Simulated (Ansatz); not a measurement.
`FC#[C][AlH2]` at its PBE0-D4/def2-TZVP geometry, where that method's forces vanish. Total charge 0; spin multiplicity 1.

```xyz
6

F     2.4164    0.3651   -1.8481
C     1.4172    0.2123   -1.0841
C     0.4632    0.0662   -0.3548
Al   -1.0313   -0.1552    0.7888
H    -0.8193   -0.0451    2.3505
H    -2.4463   -0.4433    0.1476
```

Problem. What forces (eV/Å) does ωB97M-V/def2-TZVPP give on these atoms in Ansatz? (Estimate.)

Solution. Ansatz gave: 
```
F1   0.348  0.052 -0.266
C2  -0.569 -0.088  0.435
C3   0.252  0.041 -0.192
Al4 -0.158 -0.025  0.121
H5  -0.027 -0.013 -0.172
H6   0.154  0.032  0.074
```
